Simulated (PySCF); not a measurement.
Broadened absorption spectrum of C7H16Ge

C₇H₁₆Ge.
SMILES with atom numbers: `[CH3:1][CH2:2][C@@H:3]([CH3:4])[GeH:5]1[CH2:6][CH2:7][CH2:8]1` (hydrogens: H9, H10, H11 on C1; H12, H13 on C2; H14 on C3; H15, H16, H17 on C4; H18 on Ge5; H19, H20 on C6; H21, H22 on C7; H23, H24 on C8)

Computed, not measured: TDDFT PBE0/def2-SVPD, vertical, gas phase, core orbitals frozen in the response in PySCF 2.14.0, density-fitted response routines. Geometry: PBE0-D3(BJ)/def2-SVP, one conformer, isolated molecule. Relativistic effects, spin–orbit coupling among them, are left out although an element past zinc is present. Torsions of this conformer, `[CH3:1][CH2:2][C@@H:3]([CH3:4])[GeH:5]1[CH2:6][CH2:7][CH2:8]1`: C1–C2–C3–C4 176°, C2–C3–Ge5–C6 84°.

Computed states:

```
state  E (eV)       f
   S1    6.63   0.013
   S2    6.91  0.0015
   S3    7.03  0.0036
   S4    7.15   0.114
   S5    7.20   0.038
   S6    7.30   0.011
   S7    7.39   0.026
   S8    7.49   0.010
   S9    7.62  0.0018
  S10    7.79   0.067
```

Each state is given a Gaussian of 0.4 eV full width at half maximum, with ε(max) = 2.175×10⁸ f / Δν̃ (Δν̃ the width in cm⁻¹). The width is an assumption, not a result. The curve ends short of the highest state used, and states not computed would add to its high-energy end.

**Question.** Give the broadened spectrum and its maxima.

**Answer.** 
E (eV), ε (L mol⁻¹ cm⁻¹) and a bar:
```
     6.03          2 
     6.06          3 
     6.09          5 
     6.11          8 
     6.14         13 
     6.17         21 
     6.19         29 
     6.22         45 
     6.25         68 
     6.27         88 
     6.30        127 
     6.33        176 
     6.36        238 #
     6.38        286 #
     6.41        366 #
     6.44        455 #
     6.46        517 #
     6.49        612 ##
     6.52        705 ##
     6.54        763 ##
     6.57        842 ##
     6.60        910 ##
     6.63        970 ##
     6.65       1009 ###
     6.68       1072 ###
     6.71       1158 ###
     6.73       1236 ###
     6.76       1405 ####
     6.79       1659 ####
     6.81       1888 #####
     6.84       2340 ######
     6.87       2939 #######
     6.89       3424 #########
     6.92       4280 ###########
     6.95       5275 #############
     6.98       6375 ################
     7.00       7143 ##################
     7.03       8299 #####################
     7.06       9400 ########################
     7.08      10066 #########################
     7.11      10912 ###########################
     7.14      11525 #############################
     7.16      11783 ##############################
     7.19      11929 ##############################
```

Maxima: 172 nm (7.19 eV), ε about 12000, made up of S4 (63%) and S5 (22%) (ε in L mol⁻¹ cm⁻¹; maxima over ε = 5, shares over 10%).

**Question.** What would ε be at 7.19 eV, the highest of these maxima, with half the width (0.2 eV)?

**Answer.** About 20100 L mol⁻¹ cm⁻¹ against 11900, a factor of about 1.7; a lone state at its own centre would give exactly 2.

**Question.** Coming from long wavelengths, where does ε first pass 100 L mol⁻¹ cm⁻¹?

**Answer.** At about 197 nm (6.28 eV), 0.35 eV below S1.

**Question.** On this curve, what absorbance would a 10⁻⁵ mol/L sample give at 193 nm over a 1 cm path?

**Answer.** 193 nm is 6.424 eV, where ε is about 410 L mol⁻¹ cm⁻¹, so A = ε c l ≈ 0.0041 (Beer–Lambert, with the gas-phase spectrum and the assumed width).

The vertical ionisation energy (ΔSCF) is 8.85 eV, 1.06 eV above S10.

Time: 11 min of wall time (grids of density and orbitals included); peak memory 1.4 GiB. Hardware: Arm Neoverse V1, one thread, no GPU, shared host.

Without π bonds the low states are Rydberg-like; a valence basis with one diffuse set may place them up to an eV too high.
